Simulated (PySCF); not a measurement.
A structure optimised at PBE0-D3(BJ)/def2-SVP, used in a PySCF frequency run:

```
Si
O 1 1.6919
H 2 0.9614 1 117.24
C 1 1.8964 2 99.39 3 163.43
H 4 1.1022 1 111.14 2 -169.09
O 4 1.4081 5 108.33 1 -119.08
H 6 0.9663 4 106.70 5 169.72
H 4 1.1102 5 106.38 6 -121.17
Si 1 2.3509 2 109.44 3 47.71
H 9 1.4946 1 110.90 2 57.43
H 9 1.4968 10 109.29 1 -121.72
H 9 1.4988 10 108.25 11 -117.52
Si 1 2.3523 2 112.15 3 -75.96
H 13 1.4964 1 111.37 2 -59.82
H 13 1.4972 14 108.51 1 -121.67
H 13 1.4973 14 108.75 15 -117.48
```
Charge 0, spin multiplicity 1.

Write its SMILES and formula.

OC[Si](O)([SiH3])[SiH3], CH₁₀O₂Si₃

What are its rotational constants (standard atomic weights)?

1.7419, 1.3129, 0.97410 GHz
